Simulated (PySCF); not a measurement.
Computed with PySCF with B3LYP-D3(BJ)/def2-TZVP. Isolated molecules, 0 K electronic values unless said otherwise. B3LYP has the VWN-RPA correlation part, as in Gaussian. 

Reference species (SMILES): `N=C=C=N` (neutral, multiplicity 1).

| Quantity | Result |
|---|---|
| HOMO–LUMO gap | 3.20 eV |
| HOMO | -6.14 eV |
| LUMO | -2.94 eV |

Changed species: `[H]/N=c1\cn1`.

Question: Give the shifts of the HOMO–LUMO gap, HOMO and LUMO.

Answer: the HOMO–LUMO gap increases by 2.00 eV, to 5.20 eV; the HOMO drops by 1.08 eV, to -7.22 eV; the LUMO goes up by 0.92 eV, to -2.02 eV.
